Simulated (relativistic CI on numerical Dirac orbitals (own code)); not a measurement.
## Ir14+: sensitivity of the levels to the model

Base calculation: Dirac-Coulomb-Breit CI, separate exchange-only KLI orbitals for each configuration, model QED, unscaled Slater integrals.

CI space (outside the closed core [Kr] 4d10): 4f¹⁴5s²5p, 4f¹⁴5s5p², 4f¹³5s²5p², 4f¹⁴5s²5d, 4f¹⁴5s5p5d, 4f¹⁴5s²5f, 4f¹³5s²5p5d, 4f¹⁴5s²5g, 4f¹⁴5s5p5f, 4f¹⁴5s²6s, 4f¹⁴5p²5d, 4f¹⁴5s²6p, 4f¹⁴5s5d², 4f¹⁴5s5p5g, 4f¹³5s²5p6s, 4f¹⁴5p²6s, 4f¹⁴5s5p6s, 4f¹⁴5s²6d, 4f¹³5s²5p5f, 4f¹³5s²5p6p, 4f¹⁴5s5d6s, 4f¹⁴5p³, 4f¹³5p⁴, 4f¹³5p³5d, 4f¹⁴5p5d², 4f¹³5p²5d², 4f¹⁴5d³, 4f¹⁴5d²5f, 4f¹³5p5d³, 4f¹⁴5p²5f, 4f¹³5p³5f, 4f¹³5p²5d5f. Double excitations out of closed p, d and f shells are left out; levels of such configurations are missing from the list, as are those of other unlisted configurations, and high levels can miss mixing partners. Some configurations lack a partner that the ground configuration has and come out too high, among them 4f¹³5s²5p6s, 4f¹³5s²5p6p, 4f¹⁴5s²5g, 4f¹⁴5s²6s, 4f¹⁴5s²6p.

Variants: (1) valence Slater integrals scaled by 0.9; (2) one mean potential for all configurations; (3) non-relativistic limit. Shifts of the energy above 4f¹⁴5s²5p ²P°1/2, in cm⁻¹, for the lowest level and the first level of each name with at least 55 % of one term (blank where a level changes its place among those of its configuration and J or its character, or is not in the variant):

```
             Level    Base   Δ(1)   Δ(2)     Δ(3)
  4f¹⁴5s²5p ²P°1/2       0      0      0        0
  4f¹⁴5s²5p ²P°3/2  145418   +420   -177  -145418
   4f¹⁴5s5p² ⁴P1/2  289649  +1722    -41   -79916
 4f¹³5s²5p² ⁴F°9/2  313348  +1068  +6738  +111954
 4f¹³5s²5p² ⁴F°3/2  329918   +515  +7076   +95384
4f¹³5s²5p² ²H°11/2  332006   -861  +6832         
 4f¹³5s²5p² ²D°5/2  336111  -1163  +6879         
 4f¹³5s²5p² ²G°9/2  344231  -1852  +6965         
 4f¹³5s²5p² ²P°1/2  355388   -879  +7445   +95018
 4f¹³5s²5p² ²H°9/2  357270   -997  +7400         
 4f¹³5s²5p² ²D°3/2  368490  -2223  +7601         
   4f¹⁴5s5p² ⁴P3/2  396016  +4303   -675  -186283
   4f¹⁴5s5p² ²D3/2  464810   -818   -492  -200222
4f¹³5s²5p² ⁴G°11/2  478672   -772  +8009
```

At this charge transitions that keep the count of f electrons are usually good to a few per cent. Levels and lines within the n = 5 or 6 shells can be off by up to 10 % or somewhat more, and those that change n by about 2 %, since core polarisation is missing. Levels that differ in their count of f electrons can be misplaced by several ten thousand cm⁻¹, since the correlation energy of f electrons is missing or only estimated; rates across such gaps can be off by orders of magnitude.

Ionisation energy from one configuration of each of the two ions, the ground ones as tabulated or assumed: base 318.123 eV. The NIST ASD value (theoretical) is 329 ± 16 eV.

LS names give the leading component of a level, which can be under half, so a name can repeat, a term be missing and a line seem to break the LS rules.
